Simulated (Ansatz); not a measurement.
Job for Ansatz (a program for electronic structure): R-CCSD(T)/cc-pVTZ on GaH4N (SMILES [NH2][GaH2]), a point of a bond scan (R = 1.562 Å). The run froze 15 orbitals, filled d shells among them.

Ansatz 0.2 input:
```yaml
crystal:
  periodic: [false, false, false]
  atoms:
    - {symbol: Ga, position_ang: [0.00714879, -0.17519761, -0.34209661]}
    - {symbol: H, position_ang: [-1.29161170, -0.07691798, -1.20359600]}
    - {symbol: H, position_ang: [1.33185945, -0.90944633, -0.72241143]}
    - {symbol: N, position_ang: [-0.02676587, 0.65595973, 1.28084855]}
    - {symbol: H, position_ang: [-0.82046562, 1.16143064, 1.63887754]}
    - {symbol: H, position_ang: [0.74596657, 0.66434142, 1.92618506]}
basis:
  gaussian:
    orbitals: cc-pVTZ
    pivot_positions_ang: [[0.00714879, -0.17519761, -0.34209661], [-1.29161170, -0.07691798, -1.20359600], [1.33185945, -0.90944633, -0.72241143], [-0.02676587, 0.65595973, 1.28084855], [-0.82046562, 1.16143064, 1.63887754], [0.74596657, 0.66434142, 1.92618506]]
magnetization: {spin_polarized: false}
correlation: {method: ccsd_t, electrons: outside_noble_gas}
scf: {lower_state_search: off}
output: {orbitals: {seedname: ./end}}
```

**Question.** Give the final energy of this run.

**Answer.** -1980.4328 hartree (reference determinant -1980.0924, T1 diagnostic 0.013).

**Question.** How many basis functions does it have, and what does it roughly cost on one machine?

**Answer.** 129 functions; around 5 core-seconds (rough).
